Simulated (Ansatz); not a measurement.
```yaml
crystal:
  periodic: [false, false, false]
  atoms:
    - {symbol: C, position_ang: [0.461561, 1.036866, 0.074735]}
    - {symbol: O, position_ang: [0.054943, 0.424122, 0.293509]}
    - {symbol: B, position_ang: [-0.030004, -0.793030, -0.145565]}
    - {symbol: N, position_ang: [-0.631110, -1.104970, -0.162262]}
    - {symbol: H, position_ang: [0.789231, 0.697759, -0.352737]}
    - {symbol: H, position_ang: [-0.146719, 1.286723, -0.388996]}
    - {symbol: H, position_ang: [0.659692, 1.130409, 0.388021]}
    - {symbol: H, position_ang: [-1.226455, -1.076496, 0.550844]}
    - {symbol: H, position_ang: [-0.668571, -2.020361, -0.377865]}
basis:
  gaussian: {orbitals: def2-SVP}
magnetization: {spin_polarized: true, initial_magnetization: 1}
hamiltonian: {xc: {name: B2PLYP}}
output: {forces: true}
```

```sh
$ ansatz run in.yaml --threads 2 --pin off --events-out ev --progress --plain --max-ram 32768MiB --backend cpu
```

It prints (some lines left out):

```
Functional definition: B2PLYP
809 factors; integrals over basis functions are off by at most 1.0e-3 eV
mean field evaluation 1: about -5114.9412 eV, gradient 9.3e1 eV
mean field evaluation 2: about -5115.2188 eV, gradient 9.2e1 eV
mean field evaluation 4: about -5136.6279 eV, gradient 4.1e1 eV
mean field evaluation 8: about -5143.7270 eV, gradient 5.8e-1 eV
mean field evaluation 16: about -5143.7661 eV, gradient 1.7e-2 eV
mean field -5143.76609111 eV, -189.0299172784 hartree, gradient 9.9e-6 eV, S^2 0.757365; 2 other end points of the search recorded, 0 dependent functions left out
4 core orbitals not correlated: weight in the atoms' cores, before any rotation towards them, 0.998 or more for the frozen orbitals, at most 0.001 for the correlated occupied ones
reference -5143.76622507 eV, -189.0299222015 hartree; 12, 11 occupied and 65, 66 virtual orbitals, 809 factors
second order -18.13058221 eV of doubles, -0.00000000 eV of singles
mean field evaluation 64: about -5143.7661 eV, gradient 9.9e-6 eV
Total energy: -5148.66148227 eV, -189.2098195854 hartree
Atom 0 at     0.461561     1.036866     0.074735 Å, force   -80.845432   104.784095  -290.849636 eV/Å
Atom 1 at     0.054943     0.424122     0.293509 Å, force  -128.141110  -193.254681    81.737915 eV/Å
Atom 2 at    -0.030004    -0.793030    -0.145565 Å, force   280.343539   150.188721     5.079877 eV/Å
Atom 3 at    -0.631110    -1.104970    -0.162262 Å, force  -277.272280  -155.146930   -10.184370 eV/Å
Atom 4 at     0.789231     0.697759    -0.352737 Å, force    44.393469   -24.000545   -49.678104 eV/Å
Atom 5 at    -0.146719     1.286723    -0.388996 Å, force   -15.462541    19.865922   -18.168885 eV/Å
Atom 6 at     0.659692     1.130409     0.388021 Å, force   186.210388   102.637207   279.702762 eV/Å
Atom 7 at    -1.226455    -1.076496     0.550844 Å, force    -6.325214     0.487997     3.885740 eV/Å
Atom 8 at    -0.668571    -2.020361    -0.377865 Å, force    -2.900819    -5.561785    -1.525301 eV/Å
Dipole moment:    -0.420563    -0.377939     0.118705 e Å
```

In this input the geometry is squeezed to about two thirds of its size. The run converged. The result belongs to that input, not to the molecule as meant.
